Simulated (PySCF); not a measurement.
CH5NOSW, SMILES [NH]=[W](=[O])([SH])[CH3], multiplicity 1.

Geometry: B3LYP-D3(BJ)/def2-SVP. The spin state was assumed, not searched. The structure was generated by enumeration; whether it is a known compound was not checked. The def2 effective core potentials stand for the cores of W; spin–orbit coupling is left out. Other conformers were not sampled.

Method: TDA-PBE/def2-SVPD (PySCF).

Vertical excitations. 

| state | energy (eV) | λ (nm) | f | main pairs |
|---|---|---|---|---|
| S1 | 4.02 | 308 | 0.015 | HOMO→LUMO 65 %, HOMO−1→LUMO 31 % |
| S2 | 4.33 | 286 | 0.014 | HOMO−2→LUMO 41 %, HOMO−1→LUMO 37 %, HOMO→LUMO 14 % |
| S3 | 4.52 | 274 | 0.012 | HOMO→LUMO+1 75 %, HOMO−2→LUMO 12 % |
| S4 | 4.61 | 269 | 0.043 | HOMO−2→LUMO 36 %, HOMO−1→LUMO 24 %, HOMO→LUMO+1 18 %, HOMO→LUMO 8 % |
| S5 | 4.97 | 250 | 0.002 | HOMO−2→LUMO+1 61 %, HOMO−1→LUMO+1 32 % |
| S6 | 5.23 | 237 | 0.005 | HOMO−1→LUMO+1 38 %, HOMO−2→LUMO+1 28 %, HOMO→LUMO+2 11 % |
| S7 | 5.35 | 232 | 0.004 | HOMO−3→LUMO 78 % |
| S8 | 5.50 | 225 | 0.009 | HOMO→LUMO+2 54 %, HOMO−1→LUMO+2 22 % |
| S9 | 5.64 | 220 | 0.016 | HOMO−4→LUMO 60 %, HOMO−1→LUMO+2 12 %, HOMO−3→LUMO 10 % |
| S10 | 5.85 | 212 | 0.010 | HOMO−1→LUMO+2 37 %, HOMO→LUMO+3 25 %, HOMO−2→LUMO+2 16 %, HOMO→LUMO+2 6 % |
| T1 | 3.49 | 355 | 0 | HOMO→LUMO 98 % |
| T2 | 3.83 | 324 | 0 | HOMO−1→LUMO 60 %, HOMO−2→LUMO 36 % |
| T3 | 3.89 | 319 | 0 | HOMO−2→LUMO 59 %, HOMO−1→LUMO 36 % |
| T4 | 4.22 | 294 | 0 | HOMO→LUMO+1 74 %, HOMO−1→LUMO+1 20 % |
Triplets are in the Tamm–Dancoff approximation.
